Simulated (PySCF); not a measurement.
Two-photon absorption: SMILES O=C/C=C\C=C\[O-], [C5H5O2]-, charge -1

Cartesian coordinates in Å; atom numbers follow the order of the lines, from 1:
```xyz
12

O    -3.146    0.459    0.682
C    -1.926    0.490    0.520
C    -1.129   -0.456   -0.184
C     0.256   -0.390   -0.347
C     1.208    0.532    0.084
C     2.584    0.356   -0.227
O     3.535    1.073    0.078
H    -1.339    1.344    0.963
H    -1.672   -1.299   -0.626
H     0.691   -1.221   -0.927
H     0.936    1.415    0.672
H     2.770   -0.582   -0.837
```

Total charge -1.

Theory: TDDFT CAM-B3LYP/def2-TZVPD excited states, vertical, gas phase (PySCF). Geometry: PBE0-D3(BJ)/def2-SVP.

For a gas-phase anion, states above the detachment energy (about 2.4 eV, taken as minus the energy of the highest occupied orbital) lie in the continuum and depend on the basis.

Question: Give the one- and two-photon strengths of the lowest singlets.

Answer: δ for parallel linear polarisation; σ at the peak of a Lorentzian of half width 0.1 eV, single beam; Ω is circular over linear.
| state | E (eV) | f | photon λ (nm) | δ (au) | σ (GM) | Ω | main |
| --- | --- | --- | --- | --- | --- | --- | --- |
| S1 | 3.95 | 0.642 | 627 | 31.4 | 0.18 | 0.82 | HOMO→LUMO 0.95 |
| S2 | 4.10 | 0.001 | 605 | 17 | 0.10 | 1.50 | HOMO→LUMO+1 0.82, HOMO→LUMO+2 0.09 |
| S3 | 4.26 | 0.000 | 582 | 0.71 | 0.01 | 1.50 | HOMO−1→LUMO 0.64, HOMO−2→LUMO 0.22 |
| S4 | 4.39 | 0.001 | 565 | 3.96 | 0.03 | 1.50 | HOMO→LUMO+2 0.75, HOMO→LUMO+4 0.10 |
| S5 | 4.56 | 0.001 | 544 | 0.77 | 0.01 | 1.50 | HOMO−2→LUMO 0.57, HOMO−1→LUMO 0.20 |
| S6 | 4.75 | 0.004 | 522 | 32.1 | 0.27 | 1.50 | HOMO→LUMO+3 0.82 |

Among these, the strongest one-photon state is S1, the strongest two-photon state S6.
